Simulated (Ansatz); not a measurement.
`FC(S)[SeH]` + H₂Se → `[SeH][SeH]` + `FCS` at 700 K and 1 bar (ligand exchange at the Se–C bond).

Isolated molecules relaxed with PBE0-D4/def2-TZVP in Ansatz; ΔE leaves out vibrations. CBS: MP2 limit from def2 TZ/QZ plus the TZ coupled-cluster correction, frozen cores. For Se outer-core shells are correlated without core-valence functions, which leaves a few kJ/mol of doubt a bond. Scalar relativity is left out up to krypton. One conformer a species, not always the lowest.

```json
{"species": "`FC(S)[SeH]`", "CCSD(T)/CBS energy (Eh)": "-2938.10343", "H − E (kJ/mol)": "156.6", "S (J/(mol·K))": "414.1"}
{"species": "H₂Se", "CCSD(T)/CBS energy (Eh)": "-2401.89790", "H − E (kJ/mol)": "61.1", "S (J/(mol·K))": "251.1"}
{"species": "`[SeH][SeH]`", "CCSD(T)/CBS energy (Eh)": "-4802.61264", "H − E (kJ/mol)": "78.5", "S (J/(mol·K))": "328.9"}
{"species": "`FCS`", "CCSD(T)/CBS energy (Eh)": "-537.40796", "H − E (kJ/mol)": "146.7", "S (J/(mol·K))": "333.7"}
```

H − E and S are ideal-gas, rigid-rotor, harmonic terms from PBE0-D4/def2-TZVP, for one conformer and one mirror image of each species. 1 Eh = 2625.50 kJ/mol, R = 8.31446 J/(mol·K).

Question: By hand: ΔE, ΔH, ΔS and ΔG.

Answer: ΔE = (-4802.61264) + (-537.40796) − (-2938.10343) − (-2401.89790) = -0.01927 Eh = -50.6 kJ/mol. Δ(H − E) = 78.5 + 146.7 − 156.6 − 61.1 = 7.5, so ΔH = -43.1 kJ/mol. ΔS = 328.9 + 333.7 − 414.1 − 251.1 = -2.6 J/(mol·K). ΔG = -43.1 − 700 × (-2.6)/1000 = -41.3 kJ/mol.

Question: By hand: the equilibrium constant, and the temperature at which ΔG would vanish if ΔH and ΔS stayed fixed.

Answer: log₁₀ K = −ΔG/(RT ln 10) = 3.1. ΔG = 0 at ΔH/ΔS = 16577 K, far beyond where these terms or the molecules hold.

The number of gas molecules stays the same, so ΔS is small and ΔH decides. A doubt of 5 kJ/mol in ΔE shifts log₁₀ K by 0.4 here. Other conformers and mirror images would add mixing entropy, several J/(mol·K) or more a flexible species. These are equilibria of isolated gas molecules and say nothing of rates. Largest T1 diagnostic: 0.011 (customary marks: 0.02 for closed shells, 0.045 for open ones).
